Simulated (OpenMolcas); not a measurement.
# Predicting a hybrid from its neighbours: GeH2O2

GeH2O2: 5 atoms, total charge 0, spin state singlet. SMILES: `[OH][Ge][OH]`. The shape is that of a PBE0-D4/def2-TZVP optimisation. This is one conformer, not always the lowest.

The electronic atomisation energy y, in eV, basis def2-SVPD; a is the functional's share of exact exchange. Programs: OpenMolcas 26.06.

| functional | program | a | y (eV) |
| --- | --- | --- | --- |
| TPSS | OpenMolcas | 0 | 18.18 |
| r2SCAN | OpenMolcas | 0 | 18.31 |
| B3LYP | OpenMolcas | 0.2 | 18.15 |
| PBE0 | OpenMolcas | 0.25 | ? |
| BHLYP | OpenMolcas | 0.5 | 17.08 |

Q: Fit y = c + s·a to the known rows and predict PBE0.

A: 
1. Means of the 4 rows: a = 0.1750, y = 17.930.
2. Σ(Δa)² = 0.1675, Σ(Δa·Δy) = -0.381, so the slope is -0.381/0.1675 = -2.2746.
3. Intercept: 17.930 − (-2.2746) × 0.1750 = 18.328. The largest residual of the fit is 0.28.
4. PBE0: 18.328 + (-2.2746) × 0.25 = 17.76 eV.

The run gave 17.96 eV, so the prediction is off by -0.20 eV, within the largest residual.
